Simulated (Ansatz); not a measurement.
Born–Oppenheimer molecular dynamics of BCl2H2N (6 atoms, charge 0, multiplicity 1). It goes on from the last frame of an earlier run, with new velocities.

All numbers below come from RHF/cc-pVDZ (Ansatz).

```json
{
 "ensemble": "NVT, Langevin thermostat",
 "time step": "1 fs",
 "steps asked": "250",
 "set temperature": "2000 K",
 "friction": "0.05 /fs",
 "seed": "821685"
}
```

Frames 10 fs apart, positions in Å, forces in eV/Å.

Velocities at 30.0 fs (Å/ps):

```
B 0.59 -9.33 6.29
Cl -8.54 -0.56 6.82
Cl -4.05 2.09 5.30
N -5.14 4.31 8.42
H -27.73 67.07 36.03
H 18.47 28.69 -5.16
```

```xyz
6
Properties=species:S:1:pos:R:3:forces:R:3 time_fs=30.0 energy_less_start_eV=1.156 T=1122
B -0.434 0.082 0.464 -2.08 0.81 0.10
Cl 0.003 -0.548 2.302 -1.16 1.09 -3.18
Cl 1.055 0.404 -0.585 -1.75 -0.47 1.02
N -1.828 0.457 -0.066 0.87 -1.82 3.96
H -2.802 0.309 0.393 3.47 0.16 -0.50
H -2.023 0.511 -1.025 0.65 0.23 -1.39
6
Properties=species:S:1:pos:R:3:forces:R:3 time_fs=40.0 energy_less_start_eV=0.826 T=2149
B -0.485 0.027 0.454 0.01 2.28 -0.08
Cl -0.012 -0.496 2.245 -1.20 0.52 -2.74
Cl 1.008 0.390 -0.644 -1.66 -0.88 1.05
N -1.773 0.541 -0.022 0.79 -2.57 7.37
H -2.514 0.844 0.698 2.07 -1.24 -1.89
H -1.881 1.009 -0.824 0.00 1.89 -3.71
6
Properties=species:S:1:pos:R:3:forces:R:3 time_fs=50.0 energy_less_start_eV=0.394 T=2824
B -0.441 0.045 0.496 3.65 0.42 1.20
Cl 0.052 -0.496 2.130 -0.60 -0.43 -0.43
Cl 0.949 0.433 -0.643 -0.11 -0.74 0.20
N -1.571 0.622 0.113 -4.22 2.74 -1.39
H -2.469 0.847 0.612 2.14 -0.90 -0.77
H -1.408 1.234 -0.711 -0.86 -1.09 1.19
6
Properties=species:S:1:pos:R:3:forces:R:3 time_fs=60.0 energy_less_start_eV=1.026 T=2276
B -0.298 0.035 0.640 0.86 3.24 -5.72
Cl 0.147 -0.558 2.068 1.32 -2.30 4.39
Cl 0.905 0.525 -0.734 0.64 -0.84 0.85
N -1.465 0.573 0.226 1.11 2.37 -5.36
H -2.297 0.440 0.627 -3.78 -0.40 1.88
H -1.487 1.079 -0.771 -0.14 -2.07 3.95
6
Properties=species:S:1:pos:R:3:forces:R:3 time_fs=70.0 energy_less_start_eV=0.452 T=2538
B -0.162 0.135 0.427 -2.33 0.36 2.22
Cl 0.224 -0.656 2.089 0.07 0.61 -1.99
Cl 0.943 0.623 -0.793 1.30 0.02 -0.42
N -1.553 0.510 0.282 2.01 0.20 -2.15
H -2.101 -0.263 0.483 -1.64 -1.36 1.30
H -1.826 0.758 -0.680 0.58 0.17 1.05
6
Properties=species:S:1:pos:R:3:forces:R:3 time_fs=80.0 energy_less_start_eV=0.625 T=2056
B -0.240 0.173 0.256 3.21 -1.89 3.79
Cl 0.280 -0.681 2.030 0.03 0.75 -2.04
Cl 1.019 0.657 -0.793 0.41 0.39 -0.72
N -1.551 0.233 0.277 -1.87 -0.33 0.32
H -1.990 -0.235 1.052 -0.45 0.55 -0.46
H -2.041 0.801 -0.341 -1.33 0.53 -0.90
6
Properties=species:S:1:pos:R:3:forces:R:3 time_fs=90.0 energy_less_start_eV=0.823 T=1568
B -0.247 0.066 0.378 0.96 -0.17 -1.23
Cl 0.285 -0.677 1.946 0.15 0.55 -0.74
Cl 1.044 0.663 -0.829 -1.32 -0.70 1.18
N -1.639 0.091 0.174 -0.50 2.24 4.49
H -1.900 0.515 1.202 -0.18 -1.90 -3.87
H -2.198 0.529 -0.548 0.91 -0.02 0.17
6
Properties=species:S:1:pos:R:3:forces:R:3 time_fs=100.0 energy_less_start_eV=0.667 T=1794
B -0.163 0.024 0.427 -1.33 0.91 -0.84
Cl 0.325 -0.721 1.926 0.62 0.10 0.38
Cl 1.001 0.636 -0.841 -0.27 -0.76 0.81
N -1.565 0.159 0.139 -0.07 1.38 3.23
H -2.250 0.807 0.647 1.96 -2.10 -1.16
H -1.740 0.044 -0.798 -0.91 0.47 -2.42
6
Properties=species:S:1:pos:R:3:forces:R:3 time_fs=110.0 energy_less_start_eV=0.984 T=1943
B -0.004 0.089 0.363 -2.87 -2.13 3.71
Cl 0.353 -0.795 1.921 0.83 0.81 -0.60
Cl 1.011 0.597 -0.820 3.48 0.93 -2.49
N -1.394 0.149 0.134 -1.38 1.31 -0.24
H -1.904 0.942 0.566 0.50 -1.39 -0.28
H -1.527 0.182 -0.860 -0.56 0.47 -0.11
6
Properties=species:S:1:pos:R:3:forces:R:3 time_fs=120.0 energy_less_start_eV=0.964 T=1902
B -0.013 -0.052 0.397 1.14 -0.78 0.80
Cl 0.319 -0.907 1.909 0.51 0.05 -0.04
Cl 1.028 0.618 -0.745 3.67 0.55 -1.67
N -1.276 0.188 0.049 -5.13 1.69 0.35
H -1.727 0.605 0.822 -1.30 -0.93 1.63
H -1.578 0.876 -0.616 1.10 -0.59 -1.07
6
Properties=species:S:1:pos:R:3:forces:R:3 time_fs=130.0 energy_less_start_eV=0.595 T=2065
B 0.013 -0.190 0.453 -2.00 3.44 -2.51
Cl 0.347 -0.997 1.941 0.47 -0.75 0.27
Cl 1.144 0.669 -0.665 0.85 -0.72 0.64
N -1.331 0.174 0.041 0.43 0.23 1.05
H -1.966 -0.186 0.690 -1.35 -0.74 0.84
H -1.706 1.117 -0.187 1.59 -1.45 -0.29
6
Properties=species:S:1:pos:R:3:forces:R:3 time_fs=140.0 energy_less_start_eV=0.507 T=1728
B 0.000 -0.162 0.420 0.08 1.02 1.84
Cl 0.365 -1.094 2.026 0.12 0.40 -2.11
Cl 1.234 0.745 -0.535 -0.23 -0.84 0.64
N -1.333 0.174 0.223 -0.80 2.57 -0.98
H -2.074 -0.349 0.610 -0.38 -0.42 0.69
H -1.658 1.170 0.009 1.20 -2.73 -0.07
```

Of the whole run (250 fs, mean temperature of the second half 1977 K): A run of 0.25 ps of so small a system gives no equilibrium averages.

Time of the run: 7.2 min on 1 thread of Intel(R) Xeon(R) Platinum 8259CL CPU @ 2.50GHz (Skylake/Cascade Lake), with other jobs on the host, peak memory 0.15 GiB.
